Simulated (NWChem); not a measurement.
The numbers come from NWChem runs, not from measurements. System: Sb (+1), charge 1, spin multiplicity 3. Its SCF solution wasn't tested for a lower state. Level: ROCR-CCSD(T)/def2-TZVP with def2 effective core potentials on Sb, 4 core orbitals frozen.

Job file:

```
start mol
memory heap 100 mb stack 700 mb global 1900 mb
charge 1
geometry units angstroms nocenter noautoz
  Sb     0.000000     0.000000     0.000000
  symmetry group D2h
end
basis spherical
  * library def2-tzvp
end
ecp
  Sb library def2-ecp
end
scf
  rohf
  nopen 2
  maxiter 100
  thresh 1e-7
  semidirect memsize 60000000 filesize 0
  # guess.movecs holds the orbitals of an unrestricted PBE0 run
  vectors input guess.movecs output mol.movecs
end
tce
  freeze core 4
  cr-ccsd(t)
  2eorb
  2emet 13
  thresh 1e-6
  maxiter 100
  tilesize 24
end
task tce energy
```

NWChem printed:

```
             Northwest Computational Chemistry Package (NWChem) 7.3.0
             --------------------------------------------------------

                                NWChem Input Module
                                -------------------

 Scaling coordinates for geometry "geometry" by  1.889725989
 (inverse scale =  0.529177249)

                             Geometry "geometry" -> ""
                             -------------------------

 Output coordinates in angstroms (scale by  1.889725989 to convert to a.u.)

  No.       Tag          Charge          X              Y              Z
 ---- ---------------- ---------- -------------- -------------- --------------
    1 Sb                  51.0000     0.00000000     0.00000000     0.00000000

 Effective nuclear repulsion energy (a.u.)       0.0000000000

            Nuclear Dipole moment (a.u.)
            ----------------------------
        X                 Y               Z
 ---------------- ---------------- ----------------
     0.0000000000     0.0000000000     0.0000000000

      Symmetry information
      --------------------

 Group name             D2h
 Group number             26
 Group order               8
 No. of unique centers     1

      Symmetry unique atoms

     1


 Summary of "ao basis" -> "" (spherical)
 ------------------------------------------------------------------------------
       Tag                 Description            Shells   Functions and Types
 ---------------- ------------------------------  ------  ---------------------
 *                         def2-tzvp                  on all atoms

 Summary of "ao basis" -> "ao basis" (spherical)
 ------------------------------------------------------------------------------
       Tag                 Description            Shells   Functions and Types
 ---------------- ------------------------------  ------  ---------------------
 Sb                        def2-tzvp                16       50   6s5p3d2f

                                 NWChem SCF Module
                                 -----------------

  ao basis        = "ao basis"
  functions       =    50
  atoms           =     1
  closed shells   =    10
  open shells     =     2
  charge          =   1.00
  wavefunction    = ROHF
  use symmetry    = T
  symmetry adapt  = T

 Summary of "ao basis" -> "ao basis" (spherical)
 ------------------------------------------------------------------------------
       Tag                 Description            Shells   Functions and Types
 ---------------- ------------------------------  ------  ---------------------
 Sb                        def2-tzvp                16       50   6s5p3d2f

      Symmetry analysis of basis
      --------------------------

        ag         12
        au          2
        b1g         3
        b1u         9
        b2g         3
        b2u         9
        b3g         3
        b3u         9

 Forming initial guess at       0.0s

      Symmetry analysis of molecular orbitals - initial
      -------------------------------------------------

  Numbering of irreducible representations:

     1 ag          2 au          3 b1g         4 b1u         5 b2g
     6 b2u         7 b3g         8 b3u

  Orbital symmetries:

     1 ag          2 b1u         3 b2u         4 b3u         5 ag
     6 b3g         7 b2g         8 ag          9 b1g        10 ag
    11 b2u        12 b3u        13 b1u        14 ag         15 b1g
    16 b3u        17 b2u        18 b1u        19 b3g        20 b2g
    21 ag         22 ag

 Starting SCF solution at       0.0s

 ----------------------------------------------
         Quadratically convergent ROHF

 Convergence threshold     :          1.000E-07
 Maximum no. of iterations :          100
 Final Fock-matrix accuracy:          1.000E-09
 ----------------------------------------------

              iter       energy          gnorm     gmax       time
             ----- ------------------- --------- --------- --------
                 1     -238.9511923235  4.02D-01  1.24D-01      0.2
                 2     -238.9572929251  1.06D-01  4.93D-02      0.2
                 3     -238.9577404097  7.76D-04  2.69D-04      0.2
                 4     -238.9577404437  4.41D-07  1.91D-07      0.2
                 5     -238.9577404437  2.31D-09  7.33D-10      0.2

       Final ROHF results
       ------------------

         Total SCF energy =   -238.957740443685
      One-electron energy =   -412.464991240732
      Two-electron energy =    173.507250797047
 Nuclear repulsion energy =      0.000000000000

        Time for solution =      0.2s

       Symmetry analysis of molecular orbitals - final
       -----------------------------------------------

  Numbering of irreducible representations:

     1 ag          2 au          3 b1g         4 b1u         5 b2g
     6 b2u         7 b3g         8 b3u

  Orbital symmetries:

     1 ag          2 b1u         3 b2u         4 b3u         5 ag
     6 b3g         7 b2g         8 ag          9 b1g        10 ag
    11 b3u        12 b2u        13 b1u        14 b1u        15 b2u
    16 b3u        17 ag         18 b3g        19 b2g        20 b1g
    21 ag         22 ag

             Final eigenvalues
             -----------------

              1
    1   -6.8398
    2   -4.9152
    3   -4.9019
    4   -4.9019
    5   -1.9434
    6   -1.9386
    7   -1.9386
    8   -1.9241
    9   -1.9241
   10   -0.8990
   11   -0.4048
   12   -0.4048
   13   -0.2837
   14    0.0158
   15    0.0180
   16    0.0180
   17    0.0785
   18    0.0825
   19    0.0825
   20    0.0894
   21    0.0894
   22    0.1148

                       ROHF Final Molecular Orbital Analysis
                       -------------------------------------

 Vector   10  Occ=2.000000D+00  E=-8.989695D-01  Symmetry=ag
              MO Center=  2.1D-31,  1.9D-19,  1.1D-18, r^2= 1.6D+00
   Bfn.  Coefficient  Atom+Function         Bfn.  Coefficient  Atom+Function
  ----- ------------  ---------------      ----- ------------  ---------------
     5      0.868349  1 Sb s                  3     -0.496128  1 Sb s
     2      0.479473  1 Sb s                  4     -0.419200  1 Sb s
     6      0.409708  1 Sb s                  1     -0.236727  1 Sb s

 Vector   11  Occ=1.000000D+00  E=-4.048470D-01  Symmetry=b3u
              MO Center=  1.0D-15,  8.5D-29,  4.4D-29, r^2= 2.3D+00
   Bfn.  Coefficient  Atom+Function         Bfn.  Coefficient  Atom+Function
  ----- ------------  ---------------      ----- ------------  ---------------
    16      0.626644  1 Sb px                10     -0.433290  1 Sb px
    13      0.406347  1 Sb px

 Vector   12  Occ=1.000000D+00  E=-4.048470D-01  Symmetry=b2u
              MO Center= -4.2D-27,  3.4D-16, -2.4D-27, r^2= 2.3D+00
   Bfn.  Coefficient  Atom+Function         Bfn.  Coefficient  Atom+Function
  ----- ------------  ---------------      ----- ------------  ---------------
    17      0.626644  1 Sb py                11     -0.433290  1 Sb py
    14      0.406347  1 Sb py

 Vector   13  Occ=0.000000D+00  E=-2.837267D-01  Symmetry=b1u
              MO Center= -3.1D-15,  1.3D-14, -9.6D-15, r^2= 2.9D+00
   Bfn.  Coefficient  Atom+Function         Bfn.  Coefficient  Atom+Function
  ----- ------------  ---------------      ----- ------------  ---------------
    18      0.537692  1 Sb pz                12     -0.375320  1 Sb pz
    21      0.320329  1 Sb pz                15      0.313267  1 Sb pz

 Vector   14  Occ=0.000000D+00  E= 1.577290D-02  Symmetry=b1u
              MO Center=  2.4D-13, -9.7D-13, -3.5D-14, r^2= 8.3D+00
   Bfn.  Coefficient  Atom+Function         Bfn.  Coefficient  Atom+Function
  ----- ------------  ---------------      ----- ------------  ---------------
    21      1.600221  1 Sb pz                18     -1.386330  1 Sb pz
    12      0.236108  1 Sb pz

 Vector   15  Occ=0.000000D+00  E= 1.796978D-02  Symmetry=b2u
              MO Center= -2.5D-27,  1.5D-17,  3.5D-25, r^2= 8.9D+00
   Bfn.  Coefficient  Atom+Function         Bfn.  Coefficient  Atom+Function
  ----- ------------  ---------------      ----- ------------  ---------------
    20      1.625386  1 Sb py                17     -1.284572  1 Sb py
    11      0.182323  1 Sb py

 center of mass
 --------------
 x =   0.00000000 y =   0.00000000 z =   0.00000000

 moments of inertia (a.u.)
 ------------------
           0.000000000000           0.000000000000           0.000000000000
           0.000000000000           0.000000000000           0.000000000000
           0.000000000000           0.000000000000           0.000000000000

  Mulliken analysis of the total density
  --------------------------------------

    Atom       Charge   Shell Charges
 -----------   ------   -------------------------------------------------------
    1 Sb  23    22.00   0.16 -0.67  1.58  0.93  1.30  0.71 -0.46  6.42  0.66  1.19  0.19  9.05  0.93  0.02 -0.00  0.00

 Mulliken analysis of the open-shell density
 -------------------------------------------

    Atom       Charge   Shell Charges
 -----------   ------   -------------------------------------------------------
    1 Sb  23     2.00   0.00 -0.00  0.00 -0.00  0.00  0.00 -0.01  0.03  0.60  1.19  0.19  0.00  0.00  0.00  0.00  0.00

       Multipole analysis of the density wrt the origin
       ------------------------------------------------

     L   x y z        total         open         nuclear
     -   - - -        -----         ----         -------
     0   0 0 0      1.000000     -2.000000     23.000000

     1   1 0 0     -0.000000     -0.000000      0.000000
     1   0 1 0     -0.000000     -0.000000      0.000000
     1   0 0 1     -0.000000      0.000000      0.000000

     2   2 0 0    -16.503244     -6.538342      0.000000
     2   1 1 0     -0.000000      0.000000      0.000000
     2   1 0 1      0.000000      0.000000      0.000000
     2   0 2 0    -16.503244     -6.538342      0.000000
     2   0 1 1      0.000000      0.000000      0.000000
     2   0 0 2    -13.162046     -3.267703      0.000000

                   NWChem Extensible Many-Electron Theory Module
                   ---------------------------------------------


            General Information
            -------------------
      Number of processors :     1
         Wavefunction type : Restricted open-shell Hartree-Fock
          No. of electrons :    22
           Alpha electrons :    12
            Beta electrons :    10
           No. of orbitals :   100
            Alpha orbitals :    50
             Beta orbitals :    50
        Alpha frozen cores :     4
         Beta frozen cores :     4
     Alpha frozen virtuals :     0
      Beta frozen virtuals :     0
         Spin multiplicity : triplet
    Number of AO functions :    50
       Number of AO shells :    16
        Use of symmetry is : on
      Symmetry adaption is : on
         Schwarz screening : 0.10D-09

          Correlation Information
          -----------------------
          Calculation type : Coupled-cluster singles & doubles w/ perturbation
   Perturbative correction : Completely renormalized (T)
            Max iterations :      100
        Residual threshold : 0.10D-05
     T(0) DIIS level shift : 0.00D+00
     L(0) DIIS level shift : 0.00D+00
     T(1) DIIS level shift : 0.00D+00
     L(1) DIIS level shift : 0.00D+00
     T(R) DIIS level shift : 0.00D+00
     T(I) DIIS level shift : 0.00D+00
   CC-T/L Amplitude update :  5-th order DIIS
                I/O scheme : Global Array Library
        L-threshold :  0.10D-05
        EOM-threshold :  0.10D-05
 no EOMCCSD initial starts read in
 TCE RESTART OPTIONS
 SLICE:      F
 D4D5:       F
 quantumc:   F
 qrotation:  F
 pwtce:      F
 qducc:      F
 nacto:                         0
 nrotv:                         0
 nrot:                          0

            Memory Information
            ------------------
          Available GA space size is     249031800 doubles
          Available MA space size is     104842180 doubles

 Maximum block size supplied by input
 Maximum block size        24 doubles

 tile_dim =      8

 -------------------------------------------------

 Global array virtual files algorithm will be used

 Parallel file system coherency ......... OK

 4-electron integrals stored in orbital form

 v2    file size   =           121660
 4-index algorithm nr.  13 is used
 imaxsize =       30
 imaxsize ichop =        0


CCSD iterations
 ---------------------------------------------------------
 Iter          Residuum       Correlation     Cpu    Wall
 ---------------------------------------------------------
    1   0.1197535852889  -0.2772602612530     0.7     0.7
    2   0.0197994231529  -0.2622082131418     0.7     0.7
    3   0.0067204186977  -0.2662795534818     0.7     0.7
    4   0.0026796377985  -0.2661701968790     0.7     0.7
    5   0.0012304421174  -0.2663810646937     0.7     0.7
    6   0.0002178050858  -0.2664576441314     0.7     0.7
    7   0.0000642535634  -0.2664625053147     0.7     0.7
    8   0.0000241659143  -0.2664619779514     0.7     0.7
    9   0.0000100829141  -0.2664622628102     0.7     0.7
   10   0.0000045100484  -0.2664624496284     0.7     0.7
   11   0.0000008630593  -0.2664626393969     0.7     0.7
 -----------------------------------------------------------------
 Iterations converged
 CCSD correlation energy / hartree =        -0.266462639396897
 CCSD total energy / hartree       =      -239.224203083082330

 Singles contributions

 Doubles contributions
 CR-CCSD(T)

 CR-CCSD[T]  correction energy / hartree =        -0.004878293678284
 CR-CCSD[T] correlation energy / hartree =        -0.271340933075181
 CR-CCSD[T] total energy / hartree       =      -239.229081376760604
 CR-CCSD(T)  correction energy / hartree =        -0.004596735950514
 CR-CCSD(T) correlation energy / hartree =        -0.271059375347411
 CR-CCSD(T) total energy / hartree       =      -239.228799819032844

 Task  times  cpu:       13.2s     wall:       13.2s

 Total times  cpu:       13.2s     wall:       13.2s
```
